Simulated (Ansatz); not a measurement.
The cluster Ir₃⁺, relaxed as a singlet with RKS PBE-D4/def2-TZVP in Ansatz, starting from the GFN2-xTB geometry. Force threshold 0.02 eV/Å.

In the def2 sets Ir takes a core potential; there is no spin–orbit coupling. The restricted singlet is unstable towards broken spin symmetry at other levels; at PBE-D4/def2-TZVP this wasn't settled. An occupied level lies above an empty one. Another isomer (quintet) lies 1.74 eV lower at PBE0-D4/def2-TZVP; other spin states weren't run for this one.

Start:

```
atom   x (Å)   y (Å)   z (Å)
 Ir1  -0.676  -0.682   1.007
 Ir2   1.365  -0.210  -0.186
 Ir3  -0.688   0.892  -0.821
```

Estimate the energy that the relaxation releases and the steps that it takes.

2.7 kJ/mol, in 3 steps; 7 s on 4 threads of Intel Xeon on a shared host. No frequencies were taken in this run, so the end may be a saddle point.

Does the start keep its bonding and symmetry?

By distances, no bond broke or formed. The bond that changes most is Ir2–Ir3, from 2.41 to 2.38 Å (atoms count from 1). The end is the same structure that another start reached, the lowest one found. Point group D3h at the start, D3h at the end, both within 0.05 Å.

Predict the relaxed structure.


Cartesian coordinates in Å:
```
Ir -0.6682 -0.6730 0.9938
Ir 1.3457 -0.2061 -0.1841
Ir -0.6775 0.8791 -0.8097
```
Bond lengths (bridged metal pairs left out): 3 × Ir–Ir 2.38 Å.
